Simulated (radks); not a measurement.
Question: All-electron atom: the zirconium ion Zr32+ in [He] 2s2 2p4. All-electron calculation, non-relativistic Kohn-Sham, LDA (Slater exchange, Perdew-Wang correlation), spin-unpolarised, spherical densities, point nucleus; relativity is left out, which matters for an element this heavy. Program: a radial shooting solver on a logarithmic mesh with Libxc functionals. Some entries of the table are withheld. Estimate them.

orbital  occ.  eigenvalue (eV)  <r> (bohr)
1s          2              (1)         (2)
2s          2              (3)      0.1612
2p          4              (4)         (5)

Answer: 
(1) 1s eigenvalue (eV): -19443.71
(2) 1s <r> (bohr): 0.03811
(3) 2s eigenvalue (eV): -4176.598
(4) 2p eigenvalue (eV): -4030.042
(5) 2p <r> (bohr): 0.1372
